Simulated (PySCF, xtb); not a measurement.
Cd(Br)(SiH3) (BrCdH₃Si), SMILES [SiH3][Cd][Br].

Harmonic wavenumbers (cm⁻¹) from GFN2-xTB run with xtb at its own minimum, in rising order: 42, 48, 168, 283, 390, 399, 760, 786, 798, 2098, 2106, 2206.

Task: What does PBE0-D3(BJ)/def2-SVP run with PySCF 2.14.0 give at its own minimum? (Estimate from the structure and the level; the computed values follow.)

Result: 67, 67, 229, 327, 460, 460, 844, 935, 935, 2217, 2231, 2231. Paired by order, the mean absolute difference is 77 cm⁻¹ and the zero-point energies are 14.4 and 15.7 kcal/mol.
